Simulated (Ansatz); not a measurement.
The cluster AgGe2, relaxed as a quartet with UKS PBE-D4/def2-TZVP in Ansatz, starting from the PBE-D4/def2-TZVP geometry of the neutral doublet. Force threshold 0.02 eV/Å.

In the def2 sets Ag takes a core potential; there is no spin–orbit coupling. The relaxation made no stability test and no search for a lower SCF solution. At PBE-D4/def2-TZVP a doublet of charge 0 lies 1.24 eV below the quartet, each at its own geometry. The structure comes from a short search, and lower isomers may exist.

Start:

Cartesian coordinates in Å:
```
Ag -1.324 0.170 -0.734
Ge 0.964 -0.920 -0.371
Ge 0.360 0.750 1.105
```

```
step   energy (eV)  largest force component (eV/Å)  SCF passes
   1  -117018.2690                           2.019          24
   2  -117018.5186                           0.597          28
   3  -117018.5646                           0.140          23
   4  -117018.5689                           0.012          24
```

Force components are those of the run's own axes.

End:

```csv
atom,x (Å),y (Å),z (Å)
Ag1,-1.253,0.161,-0.695
Ge2,0.973,-1.041,-0.501
Ge3,0.280,0.879,1.195
```

By distances, no bond broke or formed. The bond that changes most is Ge2–Ge3, from 2.31 to 2.65 Å (atoms count from 1).

No frequencies were taken in this run, so the end may be a saddle point.

Hardware: 4 threads of Arm Neoverse V2 on a shared host. Wall time 6 s.
